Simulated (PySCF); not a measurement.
# How methods differ on the ionisation energy of As⁺

As⁺ [Ar] 3d10 4s2 4p2 (3P) → As²⁺ [Ar] 3d10 4s2 4p1 (2P), as a difference of total energies. All numbers are calculated (PySCF 2.14, scalar relativity through the core potential, in aug-cc-pwCVDZ-PP with ECP10MDF (6s5p4d1f, 48 functions)). Correlated levels: valence: 3s2 3p6 3d10 frozen; valence and next inner shell: nothing frozen outside the core potential. The calculations carry no spin-orbit coupling.

```
                                method  ionisation energy (eV)
                                   UHF                  17.969
                                   LDA                  18.572
                                   PBE                  18.430
                                  PBE0                  18.497
                                r2SCAN                  18.673
                                  TPSS                  18.462
                                  PW91                  18.500
                               wB97M-V                  18.317
                               r2SCAN0                  18.674
                         MP2 (valence)                  18.261
                     SCS-MP2 (valence)                  18.190
    MP2 (valence and next inner shell)                  18.378
SCS-MP2 (valence and next inner shell)                  18.269
```

Task: How much does correlation contribute at MP2 (valence and next inner shell)?

Result: 18.378 − (17.969) = 0.409 eV, measured against UHF.

The reference lies between the lowest fine-structure levels, while these numbers refer to the centres of the terms.

Errors of the correlated levels include the incompleteness of this basis and the frozen core.

For comparison: 18.589 eV (measured; NIST Atomic Spectra Database, ionization energies).
